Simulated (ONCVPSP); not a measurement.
u(r) = r·R(r): atom against pseudo-atom (Mg)

Columns: radius, all-electron u(r) and pseudo u(r) of the 3s shell (level -11.36 eV) of magnesium in the configuration [Ne] 3s1; PBE, non-relativistic, ONCV scheme, ONCVPSP 4.0.1.

```csv
r (bohr),all-electron,pseudo
0.098,0.1247,0.0105
0.195,-0.0332,0.0219
0.292,-0.1828,0.0353
0.390,-0.2646,0.0516
0.488,-0.2800,0.0715
0.585,-0.2475,0.0950
0.682,-0.1851,0.1227
0.780,-0.1049,0.1547
0.878,-0.0172,0.1907
0.975,0.0707,0.2296
1.072,0.1558,0.2712
1.170,0.2362,0.3150
1.268,0.3096,0.3595
1.365,0.3746,0.4034
1.463,0.4323,0.4465
1.560,0.4816,0.4871
1.658,0.5237,0.5250
1.755,0.5582,0.5583
1.852,0.5861,0.5861
1.950,0.6082,0.6082
2.047,0.6246,0.6246
2.145,0.6362,0.6362
2.242,0.6432,0.6432
2.340,0.6461,0.6461
2.438,0.6451,0.6452
2.535,0.6408,0.6408
```

(1) How many radial nodes do the two functions have?

(2) At about which radius was the pseudo-wave matched?

(3) Where does each function peak?

(4) Is the pseudo-wave norm-conserving?

## Answers

(1) The all-electron 3s function has n − l − 1 = 2; the pseudo-wave has 0, since the states of the same l below it are removed with the core.

(2) 1.80 bohr, where the columns begin to agree (steps of 0.10 bohr).

(3) Outermost all-electron maximum near 2.34 bohr, pseudo maximum near 2.34 bohr (to the table’s step).

(4) Yes: the ONCV scheme keeps the norm inside the radius equal to the all-electron one, which fixes the energy derivative of the logarithmic derivative at the level.
